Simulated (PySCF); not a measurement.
ReOCl5, SMILES [O]=[Re]([Cl])([Cl])([Cl])([Cl])[Cl], multiplicity 1.

Coordinates come from a B3LYP-D3(BJ)/def2-SVP optimisation. The multiplicity is an assumed one; other spin states were not compared. The def2 effective core potentials stand for the cores of Re; spin–orbit coupling is left out.

Two levels are set side by side: PBE/def2-TZVP (PySCF) and CAM-B3LYP/def2-TZVP (PySCF). Same geometry, gas phase. Differences are taken from unrounded values.

| quantity | CAM-B3LYP |
|---|---|
| orbital gap (eV) | 4.46 |
| highest occupied level (eV) | -10.33 |
| lowest empty level (eV) | -5.86 |
| dipole moment (D) | 1.08 |
| mean polarisability (bohr³) | 130.8 |

Q: What does PBE give, and how far is it from CAM-B3LYP? (Estimate from the structure and the level; the computed values follow.)

A: 
| quantity | PBE | PBE minus CAM-B3LYP |
|---|---|---|
| orbital gap (eV) | 0.81 | -3.66 |
| highest occupied level (eV) | -7.69 | 2.64 |
| lowest empty level (eV) | -6.88 | -1.02 |
| dipole moment (D) | 0.70 | -0.38 |
| mean polarisability (bohr³) | 133.0 | 2.2 |

Without exact exchange PBE keeps part of each electron's self-repulsion, which lifts occupied levels and narrows the gap. Differences between two approximate levels are no errors against the true value.

Rough cost on one machine, each run with all the roots and properties that it gave: CAM-B3LYP against PBE within a factor of 2.
